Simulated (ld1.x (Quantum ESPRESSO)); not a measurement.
## An all-electron radial function and its pseudo partner (Lu (Z = 71))

Columns: radius, all-electron u(r) and pseudo u(r) of the 6s shell (level -10.21 eV) of lutetium in the configuration [Xe] 4f14 5d1 6s1 6p0; PBE, scalar-relativistic, TM semilocal scheme, ld1.x (Quantum ESPRESSO) 7.5.

```csv
r (bohr),all-electron,pseudo
0.135,0.1097,-0.0473
0.270,-0.0687,-0.0906
0.405,-0.1746,-0.1260
0.540,-0.0192,-0.1513
0.675,0.1673,-0.1659
0.810,0.2761,-0.1719
0.945,0.2958,-0.1729
1.080,0.2481,-0.1733
1.215,0.1591,-0.1775
1.350,0.0500,-0.1895
1.485,-0.0642,-0.2129
1.620,-0.1741,-0.2506
1.755,-0.2741,-0.3035
1.890,-0.3613,-0.3682
2.025,-0.4348,-0.4353
2.160,-0.4947,-0.4947
2.295,-0.5418,-0.5418
2.430,-0.5772,-0.5772
2.565,-0.6020,-0.6020
2.700,-0.6175,-0.6175
2.835,-0.6251,-0.6251
2.970,-0.6257,-0.6257
3.105,-0.6205,-0.6205
3.240,-0.6104,-0.6104
3.375,-0.5961,-0.5961
3.510,-0.5786,-0.5786
```

(1) How many radial nodes do the two functions have?

(2) At about which radius was the pseudo-wave matched?

(3) Is the pseudo-wave norm-conserving?

Answers

(1) The all-electron 6s function has n − l − 1 = 5 (the table is too coarse to show those close to the nucleus); the pseudo-wave has 0, since the states of the same l below it are removed with the core.

(2) 2.20 bohr, where the columns begin to agree (steps of 0.14 bohr).

(3) Yes: the TM semilocal scheme keeps the norm inside the radius equal to the all-electron one, which fixes the energy derivative of the logarithmic derivative at the level.
